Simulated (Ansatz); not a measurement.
Consider the formal exchange of groups at the Si–O bond: `[F][Al]([F])[O][SiH3]` + `F[CH]([AlH2])[SiH3]` → `F[CH]([AlH2])[SiH2][SiH3]` + `[OH][Al]([F])[F]`.

Isolated molecules relaxed with PBE0-D4/def2-TZVP in Ansatz; ΔE leaves out vibrations. CCSD(T)/CBS is the MP2 limit (def2-TZVPP, def2-QZVPP) plus CCSD(T) − MP2 in def2-TZVPP, frozen cores. DFT in def2-TZVPP. One conformer a species, not always the lowest.

`[F][Al]([F])[O][SiH3]`:

Cartesian coordinates in Å:
```
F -2.784 -0.064 1.179
Al -1.440 0.786 0.802
F -1.415 2.378 1.170
O -0.146 0.056 0.071
Si 1.149 -0.631 -0.641
H 1.295 -2.032 -0.170
H 2.376 0.131 -0.295
H 0.965 -0.623 -2.115
```

`F[CH]([AlH2])[SiH3]`:

Z-matrix (Å, degrees):
```
C
Al 1 1.978
Si 1 1.890 2 114.1
F 1 1.412 2 110.8 3 123.4
H 1 1.101 2 108.9 3 -118.7
H 2 1.587 1 117.4 3 62.1
H 2 1.582 1 119.9 3 -117.0
H 3 1.488 1 107.5 2 -62.8
H 3 1.488 1 110.3 2 55.6
H 3 1.486 1 111.5 2 176.6
```

`F[CH]([AlH2])[SiH2][SiH3]`:

Z-matrix (Å, degrees):
```
C
Al 1 1.977
Si 1 1.894 2 114.3
F 1 1.411 2 111.3 3 124.3
H 1 1.102 2 108.3 3 -118.0
H 2 1.587 1 116.7 3 65.2
H 2 1.582 1 120.4 3 -114.2
Si 3 2.346 1 109.6 2 -58.6
H 3 1.491 1 109.6 2 60.7
H 3 1.489 1 110.6 2 179.7
H 8 1.488 3 110.5 1 -47.6
H 8 1.488 3 109.7 1 -167.5
H 8 1.488 3 110.6 1 72.6
```

`[OH][Al]([F])[F]`:

```xyz
5

O     0.608   -0.231    1.058
Al   -0.242   -0.120   -0.381
F    -0.813   -1.485   -1.071
F    -0.524    1.312   -1.124
H     0.971    0.524    1.518
```

| species | B2PLYP energy (Eh) |
| --- | --- |
| `[F][Al]([F])[O][SiH3]` | -808.65604 |
| `F[CH]([AlH2])[SiH3]` | -673.17901 |
| `F[CH]([AlH2])[SiH2][SiH3]` | -963.75820 |
| `[OH][Al]([F])[F]` | -518.03410 |

(1) Work out ΔE.

Largest T1 diagnostic among the species: 0.013.

Answers

(1) ΔE = (-963.75820) + (-518.03410) − (-808.65604) − (-673.17901) = 0.04275 Eh = +112.2 kJ/mol. CCSD(T)/CBS gives +104.2 kJ/mol.

In def2-TZVPP, CCSD(T) changes the Hartree–Fock value by −37.3 kJ/mol (the triples alone add −5.5 kJ/mol) and MP2 by −31.2 kJ/mol. The D4 term adds −6.1 kJ/mol with B3LYP and −3.5 kJ/mol with PBE0; it sums over pairs of atoms, weighted by their polarisabilities, and B3LYP, whose exchange is more repulsive, gets the larger term. From PBE to PBE0 (25 % exact exchange), in def2-TZVPP and without D4, ΔE moves by +10.4 kJ/mol.

B3LYP here is the variant with VWN-RPA as its local correlation; programs differ in this.
